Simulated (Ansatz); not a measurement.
```yaml
crystal:
  periodic: [false, false, false]
  atoms:
    - {symbol: Al, position_ang: [0.853761, 0.516056, -2.406473]}
    - {symbol: O, position_ang: [0.596066, -0.017219, -0.652433]}
    - {symbol: Ga, position_ang: [0.526237, -0.465603, 0.889398]}
    - {symbol: C, position_ang: [-1.360096, -0.124068, 1.853218]}
    - {symbol: S, position_ang: [-1.781222, -0.405717, 3.367610]}
    - {symbol: H, position_ang: [1.413305, 1.909631, -2.540925]}
    - {symbol: H, position_ang: [0.578342, -0.751756, -3.489572]}
    - {symbol: H, position_ang: [1.566564, -0.858657, 1.722571]}
    - {symbol: H, position_ang: [-2.120547, 0.179805, 1.077934]}
basis:
  gaussian: {orbitals: def2-TZVPP}
hamiltonian: {xc: {name: PBE}}
output: {forces: true}
```

```sh
$ ansatz run in.yaml --threads 4 --pin off --events-out ev --progress --plain --max-ram 10444MiB
```

Output, abridged:

```
Functional definition: PBE
1488 factors; their error is unknown
mean field evaluation 1: about -72921.8893 eV, gradient 1.0e2 eV
mean field evaluation 2: about -72773.8518 eV, gradient 2.3e2 eV
mean field evaluation 4: about -72938.2223 eV, gradient 3.5e1 eV
mean field evaluation 8: about -72940.8091 eV, gradient 5.7e-1 eV
mean field evaluation 16: about -72940.7852 eV, gradient 1.1e-3 eV
mean field -72940.78519129 eV, -2680.5244147400 hartree, gradient 4.2e-5 eV, S^2 0.000000; 1 other end points of the search recorded, 0 dependent functions left out
reference -72940.78524498 eV, -2680.5244167132 hartree; 39, 39 occupied and 211, 211 virtual orbitals, 1488 factors
Total energy: -72940.78524498 eV, -2680.5244167132 hartree
Atom 0 at     0.853761     0.516056    -2.406473 Å, force    -0.777108    -2.836365     2.045264 eV/Å
Atom 1 at     0.596066    -0.017219    -0.652433 Å, force     0.565962     2.437929    -8.470432 eV/Å
Atom 2 at     0.526237    -0.465603     0.889398 Å, force    -3.726835    -0.241259     4.954854 eV/Å
Atom 3 at    -1.360096    -0.124068     1.853218 Å, force     0.713229    -0.182893    -2.378050 eV/Å
Atom 4 at    -1.781222    -0.405717     3.367610 Å, force    -0.158847    -0.057484     0.858026 eV/Å
Atom 5 at     1.413305     1.909631    -2.540925 Å, force     0.322021     1.064761    -0.282918 eV/Å
Atom 6 at     0.578342    -0.751756    -3.489572 Å, force     0.144729     0.993118     0.573063 eV/Å
Atom 7 at     1.566564    -0.858657     1.722571 Å, force     2.774158    -1.188575     1.997733 eV/Å
Atom 8 at    -2.120547     0.179805     1.077934 Å, force     0.142690     0.010768     0.702460 eV/Å
Dipole moment:     0.277437     0.144126    -0.740737 e Å
```

It took 3.1 s on 4 threads of an Intel Xeon Platinum 8488C on a shared host, with 0.5 GiB of host memory at the peak.
